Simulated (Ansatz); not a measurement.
ScF₃. Total charge 0; singlet. Geometry PBE0-D4/def2-TZVP, that of the neutral singlet.

Cartesian coordinates in Å:
```
Sc 0.002 0.002 -0.001
F -1.013 0.209 -1.519
F -0.495 0.840 1.558
F 1.506 -1.052 -0.038
```

The structure comes from a short search, and lower isomers may exist.

**Question.** Estimate the orbital energies around the gap (eV) in Ansatz with PBE-D4/def2-TZVP, r2SCAN-D4/def2-TZVP, PBE0-D4/def2-TZVP.

**Answer.** 
```json
{"orbital": "HOMO−5", "PBE-D4/def2-TZVP": "-9.76", "r2SCAN-D4/def2-TZVP": "-10.20", "PBE0-D4/def2-TZVP": "-11.72"}
{"orbital": "HOMO−4", "PBE-D4/def2-TZVP": "-9.76", "r2SCAN-D4/def2-TZVP": "-10.20", "PBE0-D4/def2-TZVP": "-11.72"}
{"orbital": "HOMO−3", "PBE-D4/def2-TZVP": "-9.47", "r2SCAN-D4/def2-TZVP": "-9.91", "PBE0-D4/def2-TZVP": "-11.43"}
{"orbital": "HOMO−2", "PBE-D4/def2-TZVP": "-9.26", "r2SCAN-D4/def2-TZVP": "-9.71", "PBE0-D4/def2-TZVP": "-11.27"}
{"orbital": "HOMO−1", "PBE-D4/def2-TZVP": "-9.26", "r2SCAN-D4/def2-TZVP": "-9.71", "PBE0-D4/def2-TZVP": "-11.27"}
{"orbital": "HOMO", "PBE-D4/def2-TZVP": "-9.18", "r2SCAN-D4/def2-TZVP": "-9.65", "PBE0-D4/def2-TZVP": "-11.20"}
{"orbital": "LUMO", "PBE-D4/def2-TZVP": "-3.51", "r2SCAN-D4/def2-TZVP": "-3.17", "PBE0-D4/def2-TZVP": "-2.63"}
{"orbital": "LUMO+1", "PBE-D4/def2-TZVP": "-2.46", "r2SCAN-D4/def2-TZVP": "-2.28", "PBE0-D4/def2-TZVP": "-1.33"}
{"orbital": "LUMO+2", "PBE-D4/def2-TZVP": "-2.46", "r2SCAN-D4/def2-TZVP": "-2.28", "PBE0-D4/def2-TZVP": "-1.32"}
{"orbital": "LUMO+3", "PBE-D4/def2-TZVP": "-0.64", "r2SCAN-D4/def2-TZVP": "-0.41", "PBE0-D4/def2-TZVP": "0.27"}
{"orbital": "LUMO+4", "PBE-D4/def2-TZVP": "-0.64", "r2SCAN-D4/def2-TZVP": "-0.41", "PBE0-D4/def2-TZVP": "0.44"}
{"orbital": "LUMO+5", "PBE-D4/def2-TZVP": "-0.45", "r2SCAN-D4/def2-TZVP": "0.07", "PBE0-D4/def2-TZVP": "0.44"}
{"orbital": "β HOMO", "PBE-D4/def2-TZVP": "-9.18", "r2SCAN-D4/def2-TZVP": "-9.65", "PBE0-D4/def2-TZVP": "-11.20"}
{"orbital": "β LUMO", "PBE-D4/def2-TZVP": "-3.51", "r2SCAN-D4/def2-TZVP": "-3.17", "PBE0-D4/def2-TZVP": "-2.63"}
```
